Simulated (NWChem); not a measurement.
Molecule: C2H6FSb; SMILES [CH3][Sb]([CH3])[F]

All runs: NWChem. STO-3G and 3-21G are far too small for this property and stand as cheap habits. Coordinates come from a PBE0/def2-SVP (def2 core potentials past Kr) optimisation. Not confirmed as a minimum by frequencies. B3LYP is NWChem's, with the RPA form of VWN correlation. Field at 589 nm.

**Question.** What does the run give for B3LYP/STO-3G (all-electron, non-relativistic)? Quantities: isotropic polarisability (bohr³); anisotropy (bohr³).

**Answer.** 
* **isotropic polarisability (bohr³)**: 31.1
* **anisotropy (bohr³)**: 12.7
